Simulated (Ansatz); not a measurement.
Start from `C=CC([SiH3])=S` and change one atom or group to get `C=CC(O)=S`.

Ansatz, PBE0-D4/def2-TZVP geometries, multiplicity 1. Each molecule was computed in one conformer, which needn't be the lowest.

```
                                        property  `C=CC([SiH3])=S`
           HOMO energy (ωB97M-V/def2-TZVPP) / eV             -8.61
              LUMO energy (PBE0/def2-TZVPP) / eV             -3.14
size of the dipole moment (B3LYP/def2-TZVPP) / D              2.25
               LUMO energy (PBE/def2-TZVPP) / eV             -3.96
           HOMO–LUMO gap (B3LYP/def2-TZVPP) / eV              2.90
         HOMO–LUMO gap (ωB97M-V/def2-TZVPP) / eV              7.53
```

(1) Give the same properties after the change, and the shifts. (Best estimate.)

## Answers

(1) Ansatz gave: 
```tsv
property	`C=CC(O)=S`	shift
HOMO energy (ωB97M-V/def2-TZVPP) / eV	-9.01	-0.40
LUMO energy (PBE0/def2-TZVPP) / eV	-2.30	0.84
size of the dipole moment (B3LYP/def2-TZVPP) / D	1.76	-0.49
LUMO energy (PBE/def2-TZVPP) / eV	-3.14	0.82
HOMO–LUMO gap (B3LYP/def2-TZVPP) / eV	4.07	1.17
HOMO–LUMO gap (ωB97M-V/def2-TZVPP) / eV	8.81	1.28
```

With PBE0 the HOMO falls by 0.39 eV and the LUMO rises by 0.84 eV, so the gap widens by about 1.23 eV. PBE moves the HOMO by -0.35 eV and ωB97M-V by -0.40 eV. Dipoles are sizes alone; their direction can turn.

B3LYP here is the variant with VWN-RPA as its local correlation; programs differ in this.
